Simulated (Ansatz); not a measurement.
Cost and result for the atomization energy of `F[SiH](Cl)O[SiH2]Cl` (9 atoms, 8 bonds).

Cartesian coordinates in Å:
```
F 1.254 1.531 -1.191
Si 1.333 0.755 0.187
Cl 1.612 2.118 1.661
O -0.059 -0.013 0.446
Si -1.398 -0.771 -0.088
Cl -0.881 -2.184 -1.475
H 2.463 -0.179 0.142
H -2.300 0.199 -0.741
H -2.024 -1.455 1.059
```

The species carries charge 0 and has multiplicity 1. The structure was optimised at the PBE0-D4/def2-TZVP level. It is one conformer, not always the lowest. Program: Ansatz. All runs use 4 threads of an Intel Xeon Platinum 8259CL on a shared host. Times are those of one run each, without the atoms' runs, and a repeat can differ threefold. Electronic energies, without spin–orbit coupling; frozen cores. CCSD(T)/CBS adds CCSD(T) − MP2 in def2-TZVPP to the MP2 limit, and its time is that of the two runs behind it. T1 = 0.011. B3LYP takes the VWN-RPA correlation (the form of Gaussian; ORCA's B3LYP/G).

CCSD(T)/CBS is a level of theory with its own doubt, some kJ/mol a heavy atom from the limit and from the frozen cores, so smaller differences don't rank the functionals.

```json
{"level": "PBE-D4/def2-TZVPP (with forces)", "functions": "272", "wall time": "3 s", "atomization (kcal/mol)": "796.7", "difference from CCSD(T)/CBS": "-5.7", "per bond": "-0.7"}
{"level": "PBE0-D4/def2-TZVPP", "functions": "272", "wall time": "4.6 s", "atomization (kcal/mol)": "786.2", "difference from CCSD(T)/CBS": "-16.2", "per bond": "-2.0"}
{"level": "r2SCAN-D4/def2-TZVPP (with forces)", "functions": "272", "wall time": "4.9 s", "atomization (kcal/mol)": "799.9", "difference from CCSD(T)/CBS": "-2.5", "per bond": "-0.3"}
{"level": "B3LYP-D4/def2-TZVPP (with forces)", "functions": "272", "wall time": "7 s", "atomization (kcal/mol)": "788.1", "difference from CCSD(T)/CBS": "-14.3", "per bond": "-1.8"}
{"level": "B2PLYP/def2-TZVPP", "functions": "272", "wall time": "7 s", "atomization (kcal/mol)": "784.8", "difference from CCSD(T)/CBS": "-17.6", "per bond": "-2.2"}
{"level": "ωB97X-V/def2-TZVPP", "functions": "272", "wall time": "9.5 s", "atomization (kcal/mol)": "801.8", "difference from CCSD(T)/CBS": "-0.6", "per bond": "-0.1"}
{"level": "ωB97M-V/def2-TZVPP (with forces)", "functions": "272", "wall time": "13 s", "atomization (kcal/mol)": "800.8", "difference from CCSD(T)/CBS": "-1.6", "per bond": "-0.2"}
{"level": "MP2/def2-QZVPP", "functions": "484", "wall time": "24 s", "atomization (kcal/mol)": "817.8", "difference from CCSD(T)/CBS": "15.4", "per bond": "1.9"}
{"level": "CCSD(T)/def2-TZVPP", "functions": "272", "wall time": "2.7 min", "atomization (kcal/mol)": "775.3", "difference from CCSD(T)/CBS": "-27.1", "per bond": "-3.4"}
{"level": "CCSD(T)/CBS(def2)", "functions": "–", "wall time": "3.1 min", "atomization (kcal/mol)": "802.4", "difference from CCSD(T)/CBS": "0.0", "per bond": "0.0"}
```

From PBE to PBE0 (25 % exact exchange), in def2-TZVPP and without D4, the atomization energy moves by −9.6 kcal/mol: exact exchange takes away binding that semilocal exchange gives to molecules. The D4 term adds +10.7 kcal/mol with B3LYP and +5.6 kcal/mol with PBE0; it sums over pairs of atoms, weighted by their polarisabilities, and B3LYP, whose exchange is more repulsive, gets the larger term. In def2-TZVPP, CCSD(T) changes the Hartree–Fock value by +174.4 kcal/mol (the triples alone add +11.8 kcal/mol) and MP2 by +200.3 kcal/mol; breaking electron pairs costs correlation energy, which Hartree–Fock lacks.
